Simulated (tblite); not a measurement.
Compound: C5H11BOSi.
Bonds: C1–C2, C2–C3, C3–C4, C4–C5 (double), C5–B6, B6–O7, O7–Si8, C4–Si8. Hydrogens: H9, H10, H11 on C1; H12, H13 on C2; H14, H15 on C3; H16 on C5; H17 on B6; H18, H19 on Si8.

Computed with GFN2-xTB (tblite), gas phase: L-BFGS steps from a force-field or distance-geometry start until the largest atomic force falls under 0.01 eV/Å.

Step 99: E = -636.9116 eV
```
atom  x, y, z in Å  |  force x, y, z in eV/Å
C1     -2.9728    0.2214   -0.3914   -0.002   0.013   0.023
C2     -1.5702   -0.2964   -0.1000    0.024  -0.016  -0.009
C3     -0.4914    0.7028   -0.5310    0.017  -0.004  -0.002
C4      0.8738    0.1926   -0.2050    0.045   0.007   0.004
C5      1.8209   -0.1415   -1.1011    0.013  -0.013   0.002
B6      3.1243   -0.6683   -0.4173    0.001  -0.005  -0.013
O7      3.0296   -0.6474    0.9336    0.001   0.007  -0.001
Si8     1.5955   -0.0854    1.5280    0.024  -0.011   0.031
H9     -3.1416    1.1695    0.1154   -0.001   0.006  -0.020
H10    -3.7229   -0.4867   -0.0447    0.018  -0.003  -0.032
H11    -3.1058    0.3714   -1.4612   -0.021   0.015   0.033
H12    -1.4140   -1.2368   -0.6329    0.014  -0.013   0.005
H13    -1.4609   -0.4991    0.9683   -0.011   0.030  -0.007
H14    -0.6511    1.6471   -0.0028   -0.041   0.004  -0.012
H15    -0.5762    0.8911   -1.6048   -0.020  -0.002  -0.004
H16     1.6533   -0.0420   -2.1676   -0.039  -0.011   0.020
H17     4.1020   -1.0654   -0.9261   -0.003   0.015   0.010
H18     1.0193   -1.1614    2.3244   -0.015  -0.023  -0.019
H19     1.8784    1.1439    2.2622   -0.004   0.004  -0.011
```

Step 100: E = -636.9122 eV
```
atom  x, y, z in Å  |  force x, y, z in eV/Å
C1     -2.9726    0.2219   -0.3885    0.014   0.014   0.003
C2     -1.5703   -0.2942   -0.0961    0.045  -0.036   0.004
C3     -0.4913    0.7010   -0.5370    0.012  -0.029   0.009
C4      0.8747    0.1944   -0.2073    0.031   0.011   0.010
C5      1.8245   -0.1360   -1.1019    0.005  -0.008   0.000
B6      3.1272   -0.6625   -0.4166   -0.010  -0.017  -0.009
O7      3.0275   -0.6507    0.9339   -0.006   0.025   0.002
Si8     1.5915   -0.0902    1.5268    0.033  -0.027   0.025
H9     -3.1346    1.1742    0.1108   -0.030   0.026  -0.004
H10    -3.7225   -0.4825   -0.0351    0.012   0.002  -0.025
H11    -3.1081    0.3651   -1.4589   -0.022   0.010   0.027
H12    -1.4167   -1.2407   -0.6195    0.022  -0.002   0.006
H13    -1.4598   -0.4863    0.9743   -0.008   0.027  -0.015
H14    -0.6533    1.6500   -0.0179   -0.028   0.002  -0.016
H15    -0.5756    0.8775   -1.6125   -0.025   0.009  -0.013
H16     1.6567   -0.0350   -2.1684   -0.028  -0.011   0.021
H17     4.1062   -1.0573   -0.9239    0.005   0.016   0.005
H18     1.0133   -1.1728    2.3132   -0.016  -0.019  -0.016
H19     1.8733    1.1334    2.2705   -0.005   0.006  -0.013
```

Step 101: E = -636.9128 eV
```
atom  x, y, z in Å  |  force x, y, z in eV/Å
C1     -2.9728    0.2261   -0.3832    0.009   0.020   0.003
C2     -1.5715   -0.2922   -0.0896    0.044  -0.028   0.012
C3     -0.4903    0.6944   -0.5458   -0.005  -0.035   0.007
C4      0.8761    0.1909   -0.2115    0.022   0.017  -0.001
C5      1.8313   -0.1316   -1.1037   -0.023   0.005   0.002
B6      3.1342   -0.6527   -0.4160   -0.007  -0.027   0.002
O7      3.0269   -0.6506    0.9341   -0.009   0.034   0.011
Si8     1.5850   -0.1008    1.5245    0.048  -0.032   0.008
H9     -3.1256    1.1870    0.1032   -0.044   0.005  -0.002
H10    -3.7253   -0.4709   -0.0180    0.032   0.029  -0.030
H11    -3.1116    0.3570   -1.4546   -0.025   0.004   0.019
H12    -1.4236   -1.2464   -0.6004    0.026   0.001   0.007
H13    -1.4598   -0.4686    0.9833    0.000   0.016  -0.014
H14    -0.6526    1.6506   -0.0385   -0.011  -0.014  -0.029
H15    -0.5769    0.8563   -1.6239   -0.018   0.013   0.004
H16     1.6647   -0.0275   -2.1700   -0.019  -0.010   0.016
H17     4.1189   -1.0372   -0.9204    0.000   0.018   0.007
H18     1.0073   -1.1930    2.2970   -0.017  -0.023  -0.009
H19     1.8558    1.1184    2.2793   -0.002   0.006  -0.013
```

Task: Estimate the geometry and energy of step 102. (The exact step hangs on the optimiser's Hessian estimate; all steps are aligned on step 101, rigid shifts and turns removed.)

Result: E = -636.9137 eV, largest force 0.061 eV/Å
```
atom  x, y, z in Å  |  force x, y, z in eV/Å
C1     -2.9723    0.2298   -0.3778    0.022   0.008  -0.013
C2     -1.5710   -0.2888   -0.0829    0.025  -0.019   0.023
C3     -0.4888    0.6888   -0.5545   -0.015  -0.039   0.010
C4      0.8783    0.1884   -0.2164   -0.008   0.021   0.006
C5      1.8376   -0.1281   -1.1059   -0.033   0.010   0.003
B6      3.1403   -0.6439   -0.4149   -0.009  -0.028   0.004
O7      3.0268   -0.6496    0.9346   -0.008   0.037   0.025
Si8     1.5794   -0.1121    1.5217    0.032  -0.030  -0.007
H9     -3.1188    1.1978    0.0951   -0.055   0.013   0.022
H10    -3.7253   -0.4610   -0.0024    0.030   0.035  -0.016
H11    -3.1171    0.3488   -1.4492   -0.013  -0.002  -0.008
H12    -1.4271   -1.2511   -0.5792    0.025   0.003   0.011
H13    -1.4577   -0.4464    0.9927    0.004  -0.005  -0.010
H14    -0.6513    1.6509   -0.0584    0.007  -0.008  -0.031
H15    -0.5799    0.8376   -1.6341   -0.003   0.016   0.000
H16     1.6712   -0.0219   -2.1717   -0.006  -0.009   0.001
H17     4.1307   -1.0181   -0.9145    0.011   0.012  -0.006
H18     0.9995   -1.2155    2.2770   -0.011  -0.019  -0.004
H19     1.8358    1.1035    2.2867    0.004   0.004  -0.009
```

The energy changes by -0.0008 eV. The first-order estimate −F·Δx gives -0.0012 eV and the mean of the old and new forces, exact on a quadratic surface, -0.0008 eV. The step makes an angle of 84° with the force vector and moves no atom by more than 0.031 Å.

What follows is the cost of the whole relaxation. Hardware: an Arm Neoverse V1 with one thread, shared host with 32 logical CPUs at a one-minute load of 8.4. Cost: 1.0 s.
